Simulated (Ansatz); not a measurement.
This triplet is an excited state, 1.54 eV above the relaxed singlet at the level B3LYP/cc-pVTZ // PBE0-D3(BJ)/def2-TZVP (Ansatz, a quantum-chemistry and plane-wave program).

Level of theory: PBE0-D3(BJ)/def2-TZVP run with Ansatz. No frequencies were computed at this level.

Ansatz 0.2 input:
```yaml
crystal:
  periodic: [false, false, false]
  atoms:
    - { symbol: C, position_ang: [2.537364, -0.441399, 0.621369] }
    - { symbol: N, position_ang: [1.341764, -0.313625, 0.421829] }
    - { symbol: C, position_ang: [0.174174, -0.280353, -0.000433] }
    - { symbol: N, position_ang: [-1.039335, 0.217577, 0.31378] }
    - { symbol: H, position_ang: [-1.195115, 1.192163, 0.067059] }
    - { symbol: H, position_ang: [-1.818848, -0.37436, 0.05343] }
basis:
  gaussian: { orbitals: def2-tzvp }
hamiltonian:
  xc: pbe0
  dispersion: d3bj
relax:
  max_steps: 150
magnetization:
  spin_polarized: true
  initial_magnetization: 2
```

Output:

```
Functional definition: PBE0
758 factors; their error is unknown
mean field evaluation 1: about -5072.2552 eV, gradient 3.6e1 eV
mean field evaluation 2: about -5070.8001 eV, gradient 4.1e1 eV
mean field evaluation 4: about -5077.4475 eV, gradient 2.7e0 eV
mean field evaluation 8: about -5077.4896 eV, gradient 7.0e-2 eV
mean field evaluation 16: about -5077.5045 eV, gradient 3.0e-4 eV
mean field -5077.50447555 eV, -186.5948478203 hartree, gradient 3.0e-5 eV, S^2 2.037447; 0 other end points of the search recorded, 0 dependent functions left out
reference -5077.50450104 eV, -186.5948487570 hartree; 15, 13 occupied and 121, 123 virtual orbitals, 758 factors
relax step   1: F+E_penalty+E_count = -5077.58361763 eV  Δ(F+E_penalty+E_count) = +0.000e0 eV  max|allowed force component| = 2.179e0 eV/Å  Δτ_max = 0.0000 Å  (35 SCF iters, accepted)
these checks for a lower state are left out or cut short: starts, cluster_reference, orbital_swaps, neighbouring_geometries, increment
758 factors; their error is unknown
mean field -5077.55801608 eV, -186.5968153984 hartree, gradient 2.2e-5 eV, S^2 2.035456; 0 other end points of the search recorded, 0 dependent functions left out
reference -5077.55804151 eV, -186.5968163330 hartree; 15, 13 occupied and 121, 123 virtual orbitals, 758 factors
relax step   2: F+E_penalty+E_count = -5077.63714327 eV  Δ(F+E_penalty+E_count) = -5.353e-2 eV  max|allowed force component| = 1.322e0 eV/Å  Δτ_max = 0.0306 Å  (38 SCF iters, accepted)
these checks for a lower state are left out or cut short: starts, cluster_reference, orbital_swaps, neighbouring_geometries, increment
758 factors; their error is unknown
mean field evaluation 32: about -5077.6273 eV, gradient 1.6e-4 eV
mean field -5077.62734717 eV, -186.5993632690 hartree, gradient 1.1e-5 eV, S^2 2.026158; 0 other end points of the search recorded, 0 dependent functions left out
reference -5077.62737247 eV, -186.5993641988 hartree; 15, 13 occupied and 121, 123 virtual orbitals, 758 factors
relax step   3: F+E_penalty+E_count = -5077.70704245 eV  Δ(F+E_penalty+E_count) = -6.990e-2 eV  max|allowed force component| = 8.764e-1 eV/Å  Δτ_max = 0.1481 Å  (43 SCF iters, accepted)
these checks for a lower state are left out or cut short: starts, cluster_reference, orbital_swaps, neighbouring_geometries, increment
758 factors; their error is unknown
mean field -5077.63078533 eV, -186.5994896193 hartree, gradient 1.7e-5 eV, S^2 2.026317; 0 other end points of the search recorded, 0 dependent functions left out
reference -5077.63081069 eV, -186.5994905511 hartree; 15, 13 occupied and 121, 123 virtual orbitals, 758 factors
relax step   4: F+E_penalty+E_count = -5077.71092744 eV  Δ(F+E_penalty+E_count) = -3.885e-3 eV  max|allowed force component| = 6.774e-1 eV/Å  Δτ_max = 0.0642 Å  (38 SCF iters, accepted)
these checks for a lower state are left out or cut short: starts, cluster_reference, orbital_swaps, neighbouring_geometries, increment
758 factors; their error is unknown
mean field -5077.64601332 eV, -186.6000492373 hartree, gradient 1.2e-5 eV, S^2 2.028191; 0 other end points of the search recorded, 0 dependent functions left out
reference -5077.64603874 eV, -186.6000501716 hartree; 15, 13 occupied and 121, 123 virtual orbitals, 758 factors
relax step   5: F+E_penalty+E_count = -5077.72574142 eV  Δ(F+E_penalty+E_count) = -1.481e-2 eV  max|allowed force component| = 3.367e-1 eV/Å  Δτ_max = 0.0278 Å  (40 SCF iters, accepted)
these checks for a lower state are left out or cut short: starts, cluster_reference, orbital_swaps, neighbouring_geometries, increment
758 factors; their error is unknown
mean field -5077.65237673 eV, -186.6002830885 hartree, gradient 7.6e-5 eV, S^2 2.027202; 0 other end points of the search recorded, 0 dependent functions left out
reference -5077.65240208 eV, -186.6002840199 hartree; 15, 13 occupied and 121, 123 virtual orbitals, 758 factors
relax step   6: F+E_penalty+E_count = -5077.73204578 eV  Δ(F+E_penalty+E_count) = -6.304e-3 eV  max|allowed force component| = 1.612e-1 eV/Å  Δτ_max = 0.0921 Å  (38 SCF iters, accepted)
these checks for a lower state are left out or cut short: starts, cluster_reference, orbital_swaps, neighbouring_geometries, increment
758 factors; their error is unknown
mean field -5077.65360072 eV, -186.6003280694 hartree, gradient 1.8e-5 eV, S^2 2.027436; 0 other end points of the search recorded, 0 dependent functions left out
reference -5077.65362608 eV, -186.6003290012 hartree; 15, 13 occupied and 121, 123 virtual orbitals, 758 factors
relax step   7: F+E_penalty+E_count = -5077.73323499 eV  Δ(F+E_penalty+E_count) = -1.189e-3 eV  max|allowed force component| = 5.037e-2 eV/Å  Δτ_max = 0.0230 Å  (38 SCF iters, accepted)
these checks for a lower state are left out or cut short: starts, cluster_reference, orbital_swaps, neighbouring_geometries, increment
758 factors; their error is unknown
mean field evaluation 64: about -5077.6395 eV, gradient 6.2e-1 eV
mean field -5077.65379605 eV, -186.6003352474 hartree, gradient 1.3e-5 eV, S^2 2.027399; 0 other end points of the search recorded, 0 dependent functions left out
reference -5077.65382142 eV, -186.6003361796 hartree; 15, 13 occupied and 121, 123 virtual orbitals, 758 factors
relax step   8: F+E_penalty+E_count = -5077.73343615 eV  Δ(F+E_penalty+E_count) = -2.012e-4 eV  max|allowed force component| = 1.086e-2 eV/Å  Δτ_max = 0.0058 Å  (38 SCF iters, accepted)
these checks for a lower state are left out or cut short: starts, cluster_reference, orbital_swaps, neighbouring_geometries, increment
758 factors; their error is unknown
mean field -5077.65379775 eV, -186.6003353101 hartree, gradient 1.2e-5 eV, S^2 2.027407; 0 other end points of the search recorded, 0 dependent functions left out
reference -5077.65382311 eV, -186.6003362421 hartree; 15, 13 occupied and 121, 123 virtual orbitals, 758 factors
relax step   9: F+E_penalty+E_count = -5077.73344105 eV  Δ(F+E_penalty+E_count) = -4.899e-6 eV  max|allowed force component| = 5.906e-3 eV/Å  Δτ_max = 0.0023 Å  (41 SCF iters, accepted)
758 factors; their error is unknown
mean field evaluation 96: about -5077.6538 eV, gradient 3.5e-3 eV
mean field -5077.65379775 eV, -186.6003353101 hartree, gradient 1.2e-5 eV, S^2 2.027407; 1 other end points of the search recorded, 0 dependent functions left out
reference -5077.65382311 eV, -186.6003362421 hartree; 15, 13 occupied and 121, 123 virtual orbitals, 758 factors
Total energy: -5077.73346641 eV, -186.6032630793 hartree
Atom 0 at     2.456954    -0.545882     0.758587 Å, force    -0.005906     0.001117    -0.002562 eV/Å
Atom 1 at     1.350640    -0.322664     0.374707 Å, force     0.003691    -0.000618     0.001279 eV/Å
Atom 2 at     0.211802    -0.122959    -0.222446 Å, force     0.001727    -0.000171     0.002272 eV/Å
Atom 3 at    -0.985174     0.258174     0.304824 Å, force     0.003414    -0.000958    -0.000535 eV/Å
Atom 4 at    -1.314318     1.168996     0.011117 Å, force    -0.001455    -0.000226    -0.000120 eV/Å
Atom 5 at    -1.719900    -0.435660     0.250246 Å, force    -0.001471     0.000856    -0.000335 eV/Å
Dipole moment:    -0.967284     0.210763    -0.228869 e Å
```

Cost: roughly 28 core-seconds.
